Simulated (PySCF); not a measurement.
**Computed structure and properties of [OsOCl4]2+**

System: [OsOCl4]2+ (singlet); start: template (C4v). Method: PySCF 2.14.0, RKS BP86, Os def2-SVP with ECP60, O def2-SVP, Cl def2-SVP; non-relativistic Hamiltonian with scalar-relativistic core potentials where named; density fitting; no spin-orbit coupling.

Input of the relaxation:

```python
mol = gto.M(atom='''
Os    -0.00000    -0.00000     0.13144
O     -0.00000    -0.00000     1.59664
Cl     2.11930     0.00000    -0.36296
Cl     0.00000     2.11930    -0.36296
Cl    -2.11930     0.00000    -0.36296
Cl    -0.00000    -2.11930    -0.36296''',
    basis={'Os': 'def2-SVP', 'O': 'def2-SVP', 'Cl': 'def2-SVP'},
    ecp={'Os': 'def2-SVP'},
    charge=2, spin=0)
mf = dft.RKS(mol, xc='B88,P86')
mf.grids.atom_grid = (50, 194)
mf = mf.density_fit()  # fitting sets: Os def2-universal-JKFIT, O def2-universal-JKFIT, Cl def2-universal-JKFIT
mf.conv_tol = 1e-08; mf.max_cycle = 55
mf.kernel(dm0)  # dm0: converged density of the start geometry
# quasi-Newton relaxation in Cartesian coordinates to a largest gradient under 0.00045 Eh/bohr, steps kept in the point group
```

Run from Python with OMP_NUM_THREADS=2; the lines above give its settings. Where DIIS fails, smearing, a level shift and second-order steps follow.
It took 3.5 min on 2 threads of Arm Neoverse N1, with other jobs on the host, from the converged density of the start.

Course of the relaxation:

```tsv
step	energy above end (eV)	largest force component within the symmetry (eV/Å)
0	2.4099	22.512
1	0.3799	5.318
2	0.0785	2.807
3	0.0006	0.090
4	0.0001	0.038
5	0.0000	0.016
6	0.0000	0.003
```

Relaxed geometry (C4v):

```xyz
6

Os    0.0000    0.0000    0.1118
O     0.0000    0.0000    1.7960
Cl    2.2054    0.0000   -0.4079
Cl    0.0000    2.2054   -0.4079
Cl   -2.2054    0.0000   -0.4079
Cl    0.0000   -2.2054   -0.4079
```

| contact | Å |
| --- | --- |
| Os1–O2 (O) | 1.684 |
| Os1–Cl3 (Cl) | 2.266 |
| Os1–Cl4 (Cl) | 2.266 |
| Os1–Cl5 (Cl) | 2.266 |
| Os1–Cl6 (Cl) | 2.266 |

On the finer grid (75, 302):

The HOMO is -18.76 eV. The LUMO is -18.62 eV, the dipole about the centre of mass is 1.36 D and the set of Mulliken populations of Os1 outside the core potential is s 2.67, p 6.35, d 6.14, f 0.12. The D3(BJ) dispersion energy (not in the energies) is -0.615 eV.

| atom | Mulliken (e) | Löwdin (e) | spin (e) |
| --- | --- | --- | --- |
| Os1 | 0.73 | -0.37 | 0.00 |
| O2 | 0.05 | 0.23 | 0.00 |
| Cl3 | 0.31 | 0.53 | 0.00 |
| Cl4 | 0.31 | 0.53 | 0.00 |
| Cl5 | 0.31 | 0.53 | 0.00 |
| Cl6 | 0.31 | 0.53 | 0.00 |

Another spin state tried lies lower. The gap is small, and the closed shell wasn't tested for a lower spin-broken solution.

On the grid (50, 194), as all that follows. Harmonic modes: a minimum within the noise of the softest modes; lowest 34 cm⁻¹ (negative: unstable), highest 978 cm⁻¹, zero-point energy 0.233 eV.

Rigid scan of O along the line from its metal:

distance to O2 (Å), energy (eV) and a bar:
```
     1.38      4.324 ##############################
     1.48      1.553 ###########
     1.58      0.317 ##
     1.68      0.000 
     1.78      0.215 #
     1.88      0.720 #####
```

Taking off one Cl (charge -1, singlet; the rest: singlet) in vacuum, both parts rigid, costs 22.43 eV; the small basis without counterpoise inflates it. Most of it is the attraction of opposite charges; other ways to part are cheaper, and one spin state was tried for the rest.

Rigid scan of Cl along the line from its metal:

distance to Cl3 (Å), energy (eV) and a bar:
```
     1.97      1.133 ##############################
     2.07      0.424 ###########
     2.17      0.090 ##
     2.27      0.000 
     2.37      0.065 ##
     2.47      0.223 ######
     2.67      0.657 #################
```

One start shape was tried, so this needn't be the lowest isomer.
